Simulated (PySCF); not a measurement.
BFH3N, SMILES NBF. Geometry optimised at B3LYP-D3(BJ)/def2-TZVP. Other conformers were not sampled.

PySCF with TDA-ωB97X/def2-SVPD puts the lowest singlet excitations at 8.13, 8.95, 9.03, 9.64, 9.93, 10.13 eV.

Question: What are the lowest excitation roots from ADC(2)/aug-cc-pVDZ run with PySCF 2.14.0? (An estimate is asked for; the answer gives what the named calculation found.)

Answer: 7.10, 8.14, 8.35, 8.77, 8.89, 9.04 eV. S1 differs by -1.02 eV (second minus first; roots are paired by order, and the bases may differ).
